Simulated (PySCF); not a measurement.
SMILES F[Si](F)(F)N[SiH2]Cl (H₃ClF₃NSi₂) at its B3LYP/def2-SVP optimised geometry (Å):

```
10

Si     1.0019     0.8213     0.0000
F      0.5739     2.3664     0.0000
F      0.5159     0.1341     1.3636
F      2.6059     0.8213     0.0000
N      0.3252    -0.0338    -1.3049
Si    -0.5706    -1.5348    -1.2793
Cl    -2.6059    -1.2247    -0.9881
H      0.3555     0.4394    -2.2074
H     -0.0700    -2.3664    -0.1634
H     -0.4049    -2.1776    -2.6047
```

Method: PySCF 2.14.0 with B3LYP/def2-TZVP. Cells within 0.4 Å of a nucleus heavier than hydrogen are left out (blank, or x).

Map of the electron localisation function on the plane z = 1.2 Å:

```
|000000000000000000000000000|
|000000000000000000000000000|
|000000000000000000000000000|
|000000000000000000000000000|
|000000000000000000000000000|
|000000000000012210000000000|
|000000000000123421000000000|
|000000000000123320000000000|
|000000000000001100000000000|
|000000000000000000012210000|
|000000000000124420023310000|
|000000000001579871024310000|
|00000000000379xx83012210000|
|00000000000379xx94001100000|
|000000000001699983000000000|
|000000100000267752000000000|
|000000110000001210000000000|
|000000100000000000000000000|
|000000000000000000000000000|
|000000000002773000000000000|
|000000000003998300000000000|
|000000000002674100000000000|
|000000000000110000000000000|
|000000000000000000000000000|
|000000000000000000000000000|
|000000000000000000000000000|
|000000000000000000000000000|
```
Scale: ten equal steps from 0.000 (start of '0') to 0.870 (end of '9'), in the order '0123456789'; x runs from -5.00 to 5.00, y from -5.00 (bottom) to 5.00 (top).
